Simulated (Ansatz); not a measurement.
C4H2F8, SMILES `FCC(F)(C(F)(F)F)C(F)(F)F` from Hartree–Fock to CCSD(T)

```xyz
14

F     0.013    1.327   -1.985
C    -0.743    0.616   -1.095
C     0.042    0.346    0.180
F     0.222    1.508    0.871
C     1.450   -0.233   -0.116
F     1.370   -1.187   -1.044
F     2.253    0.721   -0.556
F     2.000   -0.761    0.974
C    -0.784   -0.593    1.090
F    -0.309   -0.626    2.323
F    -2.047   -0.161    1.151
F    -0.798   -1.831    0.599
H    -1.043   -0.328   -1.556
H    -1.626    1.202   -0.835
```

Total charge 0; spin multiplicity 1. The structure was optimised at the PBE0-D4/def2-TZVP level. It is one conformer, not always the lowest. Frozen core, restricted reference, the Gaussian-basis code of Ansatz. CBS rows extrapolate triple and quadruple zeta; past MP2 they add the triple-zeta difference.

```csv
basis,HF (Eh),MP2 corr.
def2-SVP,-947.39099,-1.98743
def2-TZVPP,-948.56281,-2.61313
def2-QZVPP,-948.60292,-2.84867
```

Question: Estimate the CCSD correlation energy and the (T) correction in each basis where they were run (hartree).

Answer: 
```json
{"basis": "def2-SVP", "CCSD corr.": "-2.02697", "(T)": "-0.04364"}
{"basis": "def2-TZVPP", "CCSD corr.": "-2.63015", "(T)": "-0.08750"}
{"basis": "CBS(def2)", "CCSD corr.": "-3.04018", "(T)": "as TZ"}
```
